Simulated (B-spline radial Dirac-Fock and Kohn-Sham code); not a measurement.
## Elastic scattering of 2 keV electrons by atomic rhenium

Level of theory: relativistic (Dirac) partial waves in the static field of the Dirac-Fock atom with Furness-McCarthy exchange, without polarisation or absorption potentials; a radial B-spline solver.

```
θ (°)  dσ/dΩ (a₀²/sr)  Sherman function
    0             212             0.000
    1             198             0.000
    2             164             0.000
    3             124             0.000
    5            61.1             0.000
    7            29.6             0.001
   10            11.4             0.001
   15            3.46             0.000
   20            1.53            -0.006
   25           0.832            -0.012
   30           0.504            -0.014
   40           0.245             0.015
   50           0.146             0.061
   60          0.0913             0.053
   70          0.0580            -0.054
   80          0.0463            -0.165
   90          0.0542            -0.097
  100          0.0654             0.027
  110          0.0580             0.135
  120          0.0285             0.281
  130         0.00654             0.210
  140          0.0397            -0.222
  150           0.156            -0.109
  160           0.330            -0.056
  170           0.490            -0.024
  180           0.554             0.000
```

**Question.** What integrated cross sections go with this distribution?

**Answer.** The total elastic cross section is 7.27 a₀², the first transport cross section 1.24 a₀² and the second, weighted with (3/2) sin²θ, 1.16 a₀². The mean deflection is ⟨1 − cos θ⟩ = 0.170, and 7.3 % of the collisions scatter beyond 90°.

On this grid of angles the cross section has minima near 80°, 130°.

Phase shifts modulo π (rad) for κ = −1 to −5: -0.375, 0.819, -0.958, 0.604, -0.577.

Values without a named source are computed, but for edge energies of neutral atoms, which are taken from tables.
